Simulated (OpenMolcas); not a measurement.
OpenMolcas timings: CH2NOSi (SMILES O=C=N[SiH2])

CH2NOSi has 6 atoms, charge 0, and is taken as a doublet. SMILES: `O=C=N[SiH2]`. The shape is that of a PBE0-D4/def2-TZVP optimisation.

| atom | x (Å) | y (Å) | z (Å) |
| --- | --- | --- | --- |
| O | 1.0897 | -2.0257 | 1.6104 |
| C | 0.6485 | -1.1778 | 0.9454 |
| N | 0.2163 | -0.2849 | 0.2792 |
| Si | -0.6833 | 0.5916 | -0.8753 |
| H | 0.2613 | 1.2142 | -1.8391 |
| H | -1.4905 | 1.6187 | -0.1668 |

Program: OpenMolcas 26.06. Hardware: 1 thread of Intel Xeon 6975P-C (Granite Rapids), shared host, so times are rough. Two-electron integrals are exact unless an approximation is named.

(1) Estimate their order by wall time, quickest first.
A. gradient at UHF/3-21G
B. gradient at UPBE0/6-311+G**, grid UltraFine
C. gradient at UHF/6-311+G**

Answers

(1) A (1.7 s), C (15 s), B (42 s).
